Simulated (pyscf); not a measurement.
PySCF, gas phase, ωB97X-D3(BJ)/def2-SVP geometries.

Task: Estimate the classical barrier height and the reaction energy of HO–Al [singlet] + HO–SiH₃ -> HO–Al(OH)–SiH₃ at ωB97M-D3(BJ)/def2-TZVP. The step runs on the singlet surface, breaks O–Si and forms Al–O, Al–Si; take the separated reactants as zero.

Result: ΔE‡ = 12.0 kcal/mol, ΔE = -24.8 kcal/mol. Zero-point energy shifts the barrier by +0.6 kcal/mol. It is an insertion, with an imaginary mode of 279i cm⁻¹. On the reactant side the descent ends in an adduct with a Al–O contact (not fully relaxed), 9.1 kcal/mol under the separated species and 15.8 kcal/mol under the saddle at ωB97X-D3(BJ)/def2-TZVP. What is counted as formed (Al–O) is already present as a longer contact in the reactant adduct; forming that adduct is a step of its own. At ωB97X-D3(BJ)/def2-TZVP the barrier from the zero used here is 6.6 kcal/mol. HO–Al(OH)–SiH₃ lies 18.8 kcal/mol over its isomer HO–SiH₂–O–AlH₂ (electronic energy, ωB97M-D3(BJ)/def2-TZVP). One saddle was located; it need not be the lowest between these sides.
